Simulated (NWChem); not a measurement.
System: CH3FO3Si; SMILES O[Si]1(F)OCO1

Input file for NWChem:

```
start job
memory heap 200 mb stack 900 mb global 1100 mb
geometry units angstroms noautosym nocenter noautoz
  O      1.327506    -1.369053     0.000000
  Si     0.023579    -0.370635     0.000000
  F     -1.299919    -1.312713     0.000000
  O      0.009048     0.889863    -1.119360
  C     -0.021084     1.797997     0.000000
  O      0.009048     0.889863     1.119360
  H      1.145409    -2.324774     0.000000
  H      0.875151     2.458192     0.000000
  H     -0.956519     2.401877     0.000000
end
basis spherical
  * library 6-31g*
end
dft
  xc hfexch
  iterations 150
  mulliken
end
task dft energy
esp
  recalculate
  probe 0.07
  range 0.3
  factor 1.0
  spacing 0.02
end
task esp
```

The geometry was optimised at PBE-D3(BJ)/def2-SVP.

Atomic charges in e: unrestrained fits to the electrostatic potential beside Mulliken populations; buried atoms are poorly determined by the fit.

Atoms are numbered as in the input.

Task: Predict the main results of this run. (Hartree-Fock/6-31G* (spherical d).) Quantities: ESP O1; Mulliken O1; ESP Si2; Mulliken Si2; ESP F3; Mulliken F3; ESP O4; Mulliken O4; ESP C5; Mulliken C5; relative RMS misfit of the potential (%).

Result: 
| Property | Result |
|---|---|
| ESP O1 | -0.81 |
| Mulliken O1 | -0.86 |
| ESP Si2 | 1.58 |
| Mulliken Si2 | 1.69 |
| ESP F3 | -0.44 |
| Mulliken F3 | -0.52 |
| ESP O4 | -0.70 |
| Mulliken O4 | -0.75 |
| ESP C5 | 0.60 |
| Mulliken C5 | 0.32 |
| relative RMS misfit of the potential (%) | 17 |
